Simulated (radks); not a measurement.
Question: Species: Rh II. Configuration: [Ar] 3d10 4s2 4p(1/2: 2, 3/2: 3) 4d(3/2: 4, 5/2: 5) (not the ground configuration). Calculated with a radial shooting solver on a logarithmic mesh with Libxc functionals: Dirac Kohn-Sham, BLYP, spin-unpolarised, spherical densities, finite nucleus; Fermi nuclear charge, rms radius 4.4945 fm.

Spin-orbit splittings of the eigenvalues, e(l+1/2) - e(l-1/2), with zeta = 2 splitting/(2l+1) and mean radii in bohr:

shell  occ.  splitting (eV)  zeta (eV)  <r> j=l-1/2  <r> j=l+1/2
2p        6           144.7      96.49       0.1203       0.1251
3p        6           24.90      16.60       0.3831       0.3938
3d       10               ?          ?       0.3683       0.3718
4p        5           3.966      2.644        1.055        1.086
4d        9          0.4203     0.1681        1.506        1.528

Estimate the 3d splitting.

Answer: 4.911 eV (zeta = 1.964 eV).
